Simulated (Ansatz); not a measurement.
CH$_{7}$N$_{3}$OW (`C[O][W](=[NH])(=[NH])[NH2]`) at its PBE0-D4/def2-TZVP geometry, where that method's forces vanish. The species carries charge 0 and has multiplicity 1. W: def2 effective core potential.

```xyz
13

C    -2.1641   -0.7868    0.6068
O    -1.2563    0.0971    0.0170
W     0.6186    0.2171   -0.1661
N     1.3425    0.3633    1.4256
N     1.1976   -1.1816   -1.0537
N     1.1009    1.8128   -1.1883
H    -3.1793   -0.4165    0.4384
H    -2.0787   -1.7868    0.1671
H    -1.9933   -0.8608    1.6865
H     1.9244    0.1139    2.2083
H     1.7263   -2.0224   -1.2182
H     1.3394    1.7860   -2.1670
H     1.4221    2.6647   -0.7565
```

(1) What forces (eV/Å) does PBE-D4/def2-TZVPP give on these atoms in the Gaussian-basis code of Ansatz? (Estimate.)

## Answers

(1) The calculation gave: 
```
C1  -0.129 -0.122  0.081
O2  -0.123  0.270 -0.155
W3  -0.283  0.352 -0.204
N4   0.145  0.171  0.500
N5   0.093 -0.380 -0.384
N6  -0.110 -0.003  0.008
H7  -0.234  0.069 -0.029
H8   0.004 -0.230 -0.084
H9   0.022 -0.031  0.242
H10  0.212 -0.103  0.285
H11  0.193 -0.312 -0.050
H12  0.091  0.016 -0.335
H13  0.118  0.302  0.125
```
